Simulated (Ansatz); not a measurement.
(CdO)2 ring (Cd₂O₂). Total charge 0; triplet. Geometry r2SCAN-D4/def2-TZVP, that of the neutral singlet.

```xyz
4

Cd    0.4272    1.0690   -0.7131
O    -1.1428   -0.2735   -1.0949
Cd   -0.4272   -1.0691    0.7131
O     1.1427    0.2736    1.0949
```

In the def2 sets Cd takes a core potential; there is no spin–orbit coupling. At PBE0-D4/def2-TZVP a singlet of charge 0 lies 0.49 eV below the triplet at the same geometry. That singlet is doubtful there (restricted singlet, unstable towards broken spin symmetry at other levels and untested here).

(1) Estimate the α-spin orbital energies around the gap (eV) in Ansatz with PBE-D4/def2-TZVP, r2SCAN-D4/def2-TZVP, PBE0-D4/def2-TZVP.

Results:

(1) 
| orbital | PBE-D4/def2-TZVP | r2SCAN-D4/def2-TZVP | PBE0-D4/def2-TZVP |
| --- | --- | --- | --- |
| HOMO−5 | -8.12 | -8.35 | -9.39 |
| HOMO−4 | -7.35 | -7.80 | -9.09 |
| HOMO−3 | -7.29 | -7.55 | -8.62 |
| HOMO−2 | -6.90 | -7.25 | -8.54 |
| HOMO−1 | -6.40 | -6.77 | -8.06 |
| HOMO | -5.01 | -5.23 | -5.49 |
| LUMO | -3.93 | -4.07 | -3.38 |
| LUMO+1 | -1.25 | -1.01 | -0.57 |
| LUMO+2 | -0.60 | -0.26 | 0.11 |
| LUMO+3 | -0.09 | 0.31 | 0.65 |
| LUMO+4 | -0.03 | 0.44 | 0.69 |
| LUMO+5 | 1.01 | 1.63 | 1.73 |
| β HOMO | -6.03 | -6.35 | -7.58 |
| β LUMO | -5.50 | -5.02 | -3.99 |
